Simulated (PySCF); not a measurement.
3-ethenylsiletane (C5H10Si), SMILES C=CC1C[SiH2]C1.

The structure is a stationary point at PBE0-D3(BJ)/def2-SVP. One conformer was computed; it need not be the lowest.

All values below come from M06-2X/def2-TZVP (PySCF).

Gas-phase values at a fixed geometry.

Computed frontier levels, gap, dipole moment and polarisability:
The highest occupied level is -8.44 eV, the lowest empty level is 0.67 eV and the orbital gap comes out as 9.11 eV. The dipole moment comes out as 0.12 D. The quadrupole, principal values (traceless, Buckingham form, about the centre of nuclear charge) is -1.53, -1.37, 2.89 D·Å. The mean static polarisability comes out as 85.8 bohr³ (12.72 Å³) and the polarisability, principal values comes out as 69.9, 72.9, 114.6 bohr³.
